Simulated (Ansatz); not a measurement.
```xyz
10

N     1.566    0.493    0.856
C     0.321    0.798    0.484
C    -0.608    0.026   -0.229
Al   -0.600   -1.720   -1.002
Al   -1.303    1.687    0.217
H     1.976   -0.401    0.627
H     2.128    1.148    1.367
H    -1.890   -2.274   -1.747
H     0.687   -2.669   -0.930
H    -2.277    2.912    0.359
```

Total charge 0; spin multiplicity 1.

List the r2SCAN/def2-TZVPP orbital energies in eV (Ansatz 0.2.0). (An estimate is asked.)

Computed: Occupied: -1516.62, -1516.28, -385.93, -273.92, -272.01, -110.20, -109.81, -70.52, -70.37, -70.28, -70.18, -69.92, -69.89, -24.14, -18.79, -14.38, -13.62, -11.00, -9.57, -9.08, -8.54, -7.40, -6.73, -5.69, -5.06. Lowest empty: -1.92, -0.82, -0.61, 0.00, 0.58, 1.01, 1.44, 2.00.
